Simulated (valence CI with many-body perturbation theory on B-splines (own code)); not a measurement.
# Ag14+: electric-dipole lines

Calculated by valence CI with perturbative core correlation (CI+MBPT): five valence electrons over a frozen Dirac-Fock core [Ar] 3d10, radial functions for each j: 9 s, 9 p, 8 d, 6 f, 3 g, 1 h, with the one-electron correlation potential Σ1 (screened to all orders), the two-electron term Σ2, the three-electron term Σ3, Breit, model QED; selected single and double excitations, second order for the rest (own B-spline code, finite nucleus).

No measured levels were compared; by estimate levels hold to about 250 cm⁻¹ or 0.2 % of their energy and the worst to 1 %, as in measured heavy ions of charge 2 to 7; those with d or f electrons hold less well. Among the levels kept, up to 340 cm⁻¹ of a level comes from second order outside the variational space, and about a tenth of that is noise between levels of different J, which matters for small intervals.

Lines 101 to 150 of 181 in falling wavelength, among levels below 815050 cm⁻¹, chosen from the strongest by gf and those to the six lowest levels. Wavelengths and rates use the calculated energies, so an error of 1000 cm⁻¹ moves a line at 209.9 Å by 0.21 % and its rate by three times that or more. Electric multipoles are in the length gauge, E1 and E2 with the static RPA response of the core. Weak lines are less certain than strong ones. Lines between different terms over intervals too small for the method are left out, as are lines whose strength nearly cancels.

Names give the largest LS component (configuration and term), which can be under half, so a name can repeat, a term be missing and a line seem to break the LS rules; names also repeat where a configuration has a term twice. Letters in brackets count levels of one name in rising energy.

```
λ vac (Å)                  Upper            Lower   A (s⁻¹)  S (a.u.)
    209.9      4s2.4p2.4d 4P_3/2  4s2.4p3 2P°_3/2  8.86e+08  1.62e-02
    209.5      4s2.4p2.4d 4P_1/2  4s2.4p3 2P°_3/2  6.22e+09  5.65e-02
    208.2      4s2.4p2.4d 4D_3/2  4s2.4p3 2D°_5/2  1.10e+10  1.96e-01
    207.5  4s2.4p2.4d 2F_7/2 [a]  4s2.4p3 2D°_5/2  2.60e+08  9.17e-03
    205.8  4s2.4p2.4d 2F_5/2 [a]  4s2.4p3 2D°_3/2  5.83e+07  1.51e-03
    205.1  4s2.4p2.4d 2P_3/2 [a]  4s2.4p3 2P°_1/2  2.04e+09  3.48e-02
    203.9  4s2.4p2.4d 2D_3/2 [a]  4s2.4p3 2P°_3/2  9.37e+07  1.57e-03
    201.9      4s2.4p2.4d 4D_1/2  4s2.4p3 2D°_3/2  8.79e+09  7.14e-02
    201.7  4s2.4p2.4d 2P_1/2 [a]  4s2.4p3 2P°_3/2  1.50e+10  1.22e-01
    201.6      4s2.4p2.4d 4F_3/2  4s2.4p3 4S°_3/2  5.16e+09  8.35e-02
    201.4      4s2.4p2.4d 4D_3/2  4s2.4p3 2D°_3/2  1.91e+08  3.07e-03
    200.6      4s2.4p2.4d 4D_5/2  4s2.4p3 2D°_5/2  4.01e+09  9.59e-02
    197.1  4s2.4p2.4d 2D_5/2 [a]  4s2.4p3 2P°_3/2  4.41e+09  1.00e-01
    195.9      4s2.4p2.4d 4F_5/2  4s2.4p3 4S°_3/2  7.09e+09  1.58e-01
    195.1          4s.4p4 2P_1/2  4s2.4p3 4S°_3/2  3.75e+06  2.75e-05
    194.9  4s2.4p2.4d 2P_3/2 [a]  4s2.4p3 2D°_5/2  3.83e+10  5.60e-01
    194.3      4s2.4p2.4d 4D_5/2  4s2.4p3 2D°_3/2  3.65e+09  7.93e-02
    193.5      4s2.4p2.4d 4P_3/2  4s2.4p3 2P°_1/2  2.85e+08  4.08e-03
    193.2      4s2.4p2.4d 4P_1/2  4s2.4p3 2P°_1/2  7.23e+09  5.14e-02
    191.9  4s2.4p2.4d 2D_3/2 [b]  4s2.4p3 2P°_3/2  9.39e+08  1.31e-02
    191.8  4s2.4p2.4d 2P_1/2 [b]  4s2.4p3 2P°_3/2  4.57e+07  3.18e-04
    190.5      4s2.4p2.4d 2G_7/2  4s2.4p3 2D°_5/2  7.95e+09  2.17e-01
    188.9  4s2.4p2.4d 2P_3/2 [a]  4s2.4p3 2D°_3/2  4.06e+10  5.41e-01
    188.8  4s2.4p2.4d 2F_5/2 [b]  4s2.4p3 2P°_3/2  4.11e+09  8.20e-02
    188.4  4s2.4p2.4d 2D_3/2 [a]  4s2.4p3 2P°_1/2  1.07e+10  1.41e-01
    188.3  4s2.4p2.4d 2F_5/2 [a]  4s2.4p3 4S°_3/2  1.27e+09  2.52e-02
    186.6  4s2.4p2.4d 2P_1/2 [a]  4s2.4p3 2P°_1/2  3.12e+10  2.00e-01
    186.3  4s2.4p2.4d 2D_5/2 [b]  4s2.4p3 2P°_3/2  1.84e+09  3.52e-02
    186.2      4s2.4p2.4d 4P_5/2  4s2.4p3 2D°_5/2  1.86e+10  3.55e-01
    185.0      4s2.4p2.4d 4D_1/2  4s2.4p3 4S°_3/2  2.78e+07  1.74e-04
    184.6      4s2.4p2.4d 4D_3/2  4s2.4p3 4S°_3/2  7.58e+09  9.41e-02
    184.4  4s2.4p2.4d 2F_7/2 [b]  4s2.4p3 2D°_5/2  3.47e+09  8.61e-02
    184.4      4s2.4p2.4d 4P_3/2  4s2.4p3 2D°_5/2  1.68e+10  2.08e-01
    180.7      4s2.4p2.4d 4P_5/2  4s2.4p3 2D°_3/2  2.03e+10  3.54e-01
    180.6      4s2.4p2.4d 2S_1/2  4s2.4p3 2P°_3/2  1.24e+11  7.24e-01
    180.0  4s2.4p2.4d 2P_3/2 [b]  4s2.4p3 2P°_3/2  7.27e+10  8.37e-01
    179.8  4s2.4p2.4d 2D_3/2 [a]  4s2.4p3 2D°_5/2  2.96e+09  3.40e-02
    179.0      4s2.4p2.4d 4P_3/2  4s2.4p3 2D°_3/2  3.74e+09  4.24e-02
    178.8      4s2.4p2.4d 4P_1/2  4s2.4p3 2D°_3/2  5.05e+08  2.85e-03
    178.6      4s2.4p2.4d 4D_5/2  4s2.4p3 4S°_3/2  8.28e+09  1.40e-01
    178.1  4s2.4p2.4d 2D_3/2 [b]  4s2.4p3 2P°_1/2  1.69e+10  1.89e-01
    178.0  4s2.4p2.4d 2P_1/2 [b]  4s2.4p3 2P°_1/2  1.12e+11  6.24e-01
    174.7  4s2.4p2.4d 2D_3/2 [a]  4s2.4p3 2D°_3/2  4.09e+09  4.31e-02
    174.5  4s2.4p2.4d 2D_5/2 [a]  4s2.4p3 2D°_5/2  8.58e+10  1.35e+00
    174.0  4s2.4p2.4d 2P_3/2 [a]  4s2.4p3 4S°_3/2  1.66e+10  1.73e-01
    173.1  4s2.4p2.4d 2P_1/2 [a]  4s2.4p3 2D°_3/2  7.37e+10  3.77e-01
    171.9  4s2.4p2.4d 2D_3/2 [c]  4s2.4p3 2P°_3/2  8.78e+10  8.80e-01
    170.4  4s2.4p2.4d 2D_3/2 [b]  4s2.4p3 2D°_5/2  3.29e+10  3.21e-01
    170.0  4s2.4p2.4d 2D_5/2 [c]  4s2.4p3 2P°_3/2  2.24e+11  3.26e+00
    169.7  4s2.4p2.4d 2D_5/2 [a]  4s2.4p3 2D°_3/2  4.63e+10  6.70e-01
```
